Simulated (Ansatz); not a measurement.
`CC1(F)[SiH2][SiH2]1` → `FC1C[SiH2][SiH2]1`  (isomerisation)

Computed with Ansatz on PBE0-D4/def2-TZVP structures; ΔE is electronic, products minus reactants. CCSD(T)/CBS adds triple-zeta CCSD(T) − MP2 to the extrapolated MP2 energy (def2 sets, frozen cores). DFT in def2-TZVPP.

| species | r2SCAN energy (Eh) |
| --- | --- |
| `CC1(F)[SiH2][SiH2]1` | -759.13774 |
| `FC1C[SiH2][SiH2]1` | -759.16572 |

Task: Work out ΔE.

Result: ΔE = (-759.16572) − (-759.13774) = -0.02798 Eh = -17.6 kcal/mol. CCSD(T)/CBS gives -19.5 kcal/mol.

Largest T1 diagnostic among the species: 0.013.

From PBE to PBE0 (25 % exact exchange), in def2-TZVPP and without D4, ΔE moves by −1.9 kcal/mol. In def2-TZVPP, CCSD(T) changes the Hartree–Fock value by +2.3 kcal/mol (the triples alone add +0.6 kcal/mol) and MP2 by +1.8 kcal/mol.
